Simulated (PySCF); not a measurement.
C6H8S.
Bonds: C1–C2 (triple), C2–C3, C3–C4, C4–C5, C5–C6, C5–S7 (double). Hydrogens: H8 on C1; H9, H10 on C3; H11, H12 on C4; H13, H14, H15 on C6.

Structure optimised with GFN2-xTB, isolated species.

Question: Give the optimised bond lengths and angles.

Answer: 
| bond | length (Å) | order |
| --- | --- | --- |
| C1≡C2 | 1.197 | triple |
| C2–C3 | 1.446 | single |
| C3–C4 | 1.545 | single |
| C4–C5 | 1.495 | single |
| C5–C6 | 1.485 | single |
| C5=S7 | 1.626 | double |
| C1–H8 | 1.049 | single |
| C3–H9, C3–H10 | 1.093 | single |
| C4–H11, C4–H12 | 1.092 | single |
| C6–H13, C6–H14, C6–H15 | 1.090 | single |

Bonds in one row agree within 0.01 Å and their mean is given. Orders are formal, as drawn. A selection of angles:
| angle | degrees |
| --- | --- |
| C2–C1–H8 | 178.8 |
| C1–C2–C3 | 178.7 |
| C2–C3–C4 | 112.2 |
| C2–C3–H9 | 108.7 |
| C4–C3–H9 | 108.8 |
| H9–C3–H10 | 108.6 |
| C3–C4–C5 | 110.4 |
| C3–C4–H11 | 107.7 |
| C3–C4–H12 | 109.1 |
| C5–C4–H11 | 109.4 |
| C5–C4–H12 | 110.7 |
| H11–C4–H12 | 109.5 |
| C4–C5–C6 | 117.2 |
| C4–C5–S7 | 120.7 |
| C6–C5–S7 | 122.0 |
| C5–C6–H13 | 111.1 |
| C5–C6–H14 | 110.1 |
| H13–C6–H14 | 109.3 |
| H14–C6–H15 | 107.4 |

Torsions: C2–C3–C4–C5 -69° (synclinal); C3–C4–C5–C6 94° (anticlinal). The mirror-image conformer, all signs reversed, is as good.

Of the pairs four or more bonds apart, C2···H15 is among the closest relative to their van der Waals radii: 2.63 Å, 91 % of the sum of Bondi's values. The 5 C–C bonds span 1.197 Å (C1≡C2, drawn triple) to 1.545 Å (C3–C4, drawn single), a spread of 0.348 Å.

Point group: C1 (no symmetry element, even within 0.4 Å). No frequency check. One conformer, not necessarily the lowest.

These are computed values.
